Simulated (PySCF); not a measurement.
## Worked example: entropy of an ideal gas

C4H4N, SMILES C1[N]C=CC=1 (connectivity only; charge and spin as stated), charge -1, multiplicity 1.

Geometry: B3LYP-D3(BJ)/def2-SVPD. The multiplicity is an assumed one; other spin states were not compared. The isomer is the one that the SMILES or the coordinates give; other isomers of the formula were not compared.

B3LYP-D3(BJ)/def2-SVPD in PySCF 2.14.0 gives the harmonic wavenumbers 629, 651, 683, 691, 765, 792, 879, 894, 1006, 1020, 1098, 1191, 1232, 1313, 1396, 1454, 1468, 3118, 3124, 3149, 3170 cm⁻¹ and the rotational temperatures 0.4572, 0.4423, 0.2248 K. The molar mass is 66.08 g/mol, the symmetry number 2, the spin multiplicity 1.

**Question.** Work out the entropy at 298.15 K and 1 atm in the rigid-rotor, harmonic-oscillator model.

**Answer.** 
Translation (Sackur–Tetrode at 1 atm): S = R[1.5 ln M + 2.5 ln T − 1.16487] = 161.0 J/(mol K).
Rotation: q = (√π/σ) T^1.5/√(θA θB θC) = 21400, S = R[ln q + 3/2] = 95.4 J/(mol K).
Vibration: with u = 1.4388 ν/T, each mode gives R[u/(e^u − 1) − ln(1 − e^−u)]:
| ν (cm⁻¹) | modes | u | S (J/(mol K)) |
|---|---|---|---|
| 629 | 1 | 3.04 | 1.68 |
| 651 | 1 | 3.14 | 1.55 |
| 683 | 1 | 3.30 | 1.37 |
| 691 | 1 | 3.33 | 1.33 |
| 765 | 1 | 3.69 | 0.99 |
| 792 | 1 | 3.82 | 0.90 |
| 879 | 1 | 4.24 | 0.64 |
| 894 | 1 | 4.31 | 0.60 |
| 1006 | 1 | 4.85 | 0.38 |
| 1020 | 1 | 4.92 | 0.36 |
| 1098 | 1 | 5.30 | 0.26 |
| 1191 | 1 | 5.75 | 0.18 |
| 1232 | 1 | 5.95 | 0.15 |
| 1313 | 1 | 6.34 | 0.11 |
| 1396 | 1 | 6.74 | 0.08 |
| 1454 | 1 | 7.02 | 0.06 |
| 1468 | 1 | 7.08 | 0.06 |
The stiffer modes add less than 0.005 each. Sum 10.7 J/(mol K).
Spin: R ln 1 = 0.0 J/(mol K).
Total 267.1 J/(mol K); the program's own thermochemistry gives 267.1. Translation makes up 60 % and vibration 4 %. Anharmonicity, hindered rotation and orbital degeneracy are left out.
